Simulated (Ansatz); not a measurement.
Mg₃N₂⁺, relaxed as a doublet with UKS PBE-D4/def2-SVP in Ansatz, starting from the GFN1-xTB geometry. Force threshold 0.02 eV/Å.

The structure comes from a short search, and lower isomers may exist.

Start:

```xyz
5

Mg   -1.0987    1.1502    0.8831
Mg    1.2099    0.1231   -1.4907
Mg    0.5066   -1.7982    1.8610
N    -0.3290    1.0267   -0.8457
N    -0.2888   -0.5017   -0.4077
```

```csv
step,energy (eV),largest force component (eV/Å),SCF passes
1,-19282.4641,2.015,128
2,-19283.0135,1.869,64
3,-19283.8834,1.393,67
4,-19284.1688,3.001,46
5,-19284.3769,2.557,52
6,-19284.7808,2.761,61
7,-19285.1754,0.599,49
8 (rejected),-19284.7444,8.382,47
9,-19285.2430,0.617,49
10,-19285.2529,0.096,43
11,-19285.2569,0.052,45
12,-19285.2577,0.003,44
```

Force components are those of the run's own axes.

End:

```csv
atom,x (Å),y (Å),z (Å)
Mg1,-1.530,1.118,1.316
Mg2,1.218,0.209,-2.327
Mg3,-0.114,-1.403,1.828
N4,-0.079,0.557,-0.513
N5,0.505,-0.482,-0.303
```

Bonds lost: Mg1–N5 (atoms count from 1). Bonds formed: Mg3–N5 (atoms count from 1). Metal–metal contacts that move far: Mg1–Mg3 3.50 to 2.94 Å.

No frequencies were taken in this run, so the end may be a saddle point.

Hardware: 4 threads of Arm Neoverse V2 on a shared host. Wall time 26 s.
